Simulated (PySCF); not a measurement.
Species: C₂H₆Cl₂OSi.
Numbering: `[CH3:1][O:2][Si@H:3]([Cl:4])[CH2:5][Cl:6]` (hydrogens: H7, H8, H9 on C1; H10 on Si3; H11, H12 on C5)

All values: wB97X-D/def2-SVPD (PySCF, non-relativistic), on one gas-phase PBE0-D3(BJ)/def2-SVP geometry that isn't relaxed in the solvent. The solvent is an IEF-PCM continuum (van der Waals radii × 1.2). Only the electrostatic response of the medium enters.

Gas phase at wB97X-D/def2-SVPD: HOMO -10.23 eV, LUMO 1.58 eV, dipole 1.03 D.

Problem. What does the continuum do to the energy, the frontier levels and the dipole at wB97X-D/def2-SVPD in benzene and acetone?

Solution. 
```json
{"solvent": "benzene", "ε": "2.271", "E(solvent) − E(gas) (kcal/mol)": "-1.96", "polarisation term (kcal/mol)": "-2.08", "distortion of the solute (kcal/mol)": "0.12", "HOMO (eV)": "-10.22", "LUMO (eV)": "1.60", "dipole (D)": "1.13"}
{"solvent": "acetone", "ε": "20.49", "E(solvent) − E(gas) (kcal/mol)": "-4.16", "polarisation term (kcal/mol)": "-4.74", "distortion of the solute (kcal/mol)": "0.58", "HOMO (eV)": "-10.23", "LUMO (eV)": "1.60", "dipole (D)": "1.25"}
```

Polarisation term: ½ Σ q·V over the induced surface charges. Distortion: the rise of the solute's own energy as its density leaves the gas-phase optimum. From benzene to acetone the lowering changes by a factor 2.12, Onsager's factor (ε − 1)/(2ε + 1) by 2.02 and ε itself by 9.0.

Problem. Which radius a makes the point-dipole formula ΔE = −[(ε − 1)/(2ε + 1)]·μ²/a³ give the value in acetone, with the gas-phase dipole?

Solution. μ = 0.407 au and |ΔE| = 0.00663 Eh give a = 1.20 Å; the farthest nucleus lies 3.01 Å from the centroid of the nuclei, so such a sphere wouldn't even hold the nuclei. The formula assumes a rigid point dipole at the centre of a sphere.

Problem. How does the static polarisability (wB97X-D/def2-SVPD, frozen core, with the continuum's full static response) change?

Solution. 
| medium | isotropic (au) | principal values (au) | ⟨r²⟩ of the electrons (bohr²) |
| --- | --- | --- | --- |
| gas | 80.7 | 67.6, 80.3, 94.1 | 1348.5 |
| benzene | 91.0 | 77.1, 89.8, 106.2 | 1348.6 |
| acetone | 105.4 | 92.6, 102.2, 121.4 | 1348.7 |

The isotropic value in acetone is 1.31 times the gas-phase one; no cavity-field correction is applied. ⟨r²⟩ is taken about the centre of nuclear charge.

Conformer computed: `[CH3:1][O:2][Si@H:3]([Cl:4])[CH2:5][Cl:6]`: C1–O2–Si3–Cl4 -66°, O2–Si3–C5–Cl6 -71°.

Note: wB97X-D ran without an empirical dispersion term, which enters the total energy and its gradient alone.
